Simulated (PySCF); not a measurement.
NMR data sheet: C₇H₄FN

```yaml
Formula: C7H4FN
SMILES: N#Cc1ccccc1F
Point_group_of_the_computed_structure: Cs
Degrees_of_unsaturation: 6
Carbon_signals: 7
Proton_signals: 4
```

Bonds (- single, = double, # triple, : aromatic): N1#C2 1.145 Å, C2-C3 1.415 Å, C3:C4 1.396 Å, C4:C5 1.381 Å, C5:C6 1.387 Å, C6:C7 1.385 Å, C7:C8 1.382 Å, C8-F9 1.343 Å, C8:C3 1.396 Å. C4 carries H10; C5 carries H11; C6 carries H12; C7 carries H13.

How the numbers were obtained: σ from GIAO-PBE0/pcSseg-1, GFN2-xTB geometry, in PySCF 2.14.0 with density-fitted response routines (one computed conformer, relativity neglected, in vacuum).

Shifts are taken against calculated references (same method and geometry level): TMS for 1H, 13C; CFCl3 for 19F; NH3 for 15N.

```tsv
carbon	δC, type	δH (multiplicity)	HMBC from (2–3 bonds)	span of the C tensor (ppm)
C2	119.5, C	–	H10	344
C3	106.7, C	–	H10, H13, H11	163
C4	142.0, CH	7.95 (m)	H12, H11	230
C5	129.6, CH	7.49 (m)	H10, H12, H13	232
C6	139.8, CH	7.84 (m)	H10, H13, H11	237
C7	122.8, CH	7.50 (m)	H12, H11	192
C8	175.0, C	–	H10, H12, H13	164
```

Other nuclei:
```csv
atoms,nucleus,environment,δ (ppm),σ (ppm)
F9,19F,aryl fluorine,-105.4,276.3
N1,15N,nitrile nitrogen,327.7,-60.0
```

- Carbon types of the structure: 3 × C, 4 × CH, which accounts for all hydrogens.
- δC 175.0: aromatic carbon bearing fluorine; the electronegative substituent deshields the carbon that carries it.
- δC 142.0, 139.8, 129.6, 122.8: aromatic CH.
- δC 119.5: nitrile carbon; this is the usual window of a C≡N carbon, which has no attached hydrogen.
- δC 106.7: substituted aromatic carbon.
- δH 7.95, 7.84, 7.50, 7.49: hydrogen on an aromatic CH; ring-current deshielding.

Splittings by 19F in the carbon and heteronuclear signals aren't shown, as no couplings were computed. Shifts are as computed. Against solution values, carbons near 30 ppm lie about +3 ppm off and those near 130 ppm about +5 ppm. Of 1211 compounds with measured shifts, 218 miss one by over three times the rms of a fit or turn the order of signals round; such compounds aren't used in these exercises. Unscaled 19F shifts against computed CFCl3 carry errors that often reach 10 to 50 ppm. Experimental scales use liquid or dissolved standards, which lie at an offset from isolated NH3 (liquid NH3: subtract about 20 ppm). Unscaled 15N shifts of sp2 nitrogen come out 20 to 40 ppm too high even then. No couplings were computed; multiplicities are counted from neighbouring protons, with m where these are inequivalent, close in shift, in a saturated or five-membered ring or joined by F or P, and br s for small geminal =CH2 splittings.
